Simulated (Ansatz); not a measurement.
Species: Si2H2 (charge 0, singlet). 
Geometry from a B3LYP-D3(BJ)/def2-TZVP (Ansatz, a program for electronic structure) optimisation:
```
Si
H 1 1.4834
H 1 1.4834 2 112.18
Si 1 2.1998 2 123.91 3 180.00
```

Wanted: atomisation energy (electronic, to ground-state atoms), in kcal/mol. Correlated levels leave the core frozen unless marked. Open shells are spin-unrestricted. No spin-orbit coupling. No relativistic terms. The coupled-cluster limit lacks core correlation, which all-electron functionals hold. Basis-set limits of correlation are two-point, X^-3; Hartree-Fock from the larger set.

```csv
level,program,atomisation energy (kcal/mol)
HF/6-31G,Ansatz,113.4
HF/6-31G*,Ansatz,139.3
MP2/cc-pV(T+d)Z,Ansatz,206.4
"RI-MP2/CBS(def2-TZVPP,def2-QZVPP)",Ansatz,214.8
```

### Question
Estimate the value at CCSD(T)/CBS(aug-cc-pV(T+d)Z,aug-cc-pV(Q+d)Z) as computed with Ansatz.

### Answer
221.3 kcal/mol
